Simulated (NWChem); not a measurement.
# Dipole moment of GeS

```xyz
2

Ge     0.0000     0.0000     0.6727
S      0.0000     0.0000    -1.3454
```
Charge 0, spin multiplicity 1.

All runs are NWChem calculations. The geometry was optimised at PBE0/def2-SVP, a minimum by its harmonic frequencies.

Basis set: def2-SVPD. The CCSD dipole comes from the Λ equations, without orbital relaxation.

The Hamiltonian is non-relativistic. The correlated methods keep 14 core orbitals frozen. The structure started from a generated list of species. Coupled-cluster values serve here as a point of comparison, not as the truth.

Question: One of these methods gave a dipole moment of 2.83 D. Which?
A. PBE0
B. PBE
C. HF

Answer: C, HF. The others give 2.27 (PBE0), 2.03 (PBE).
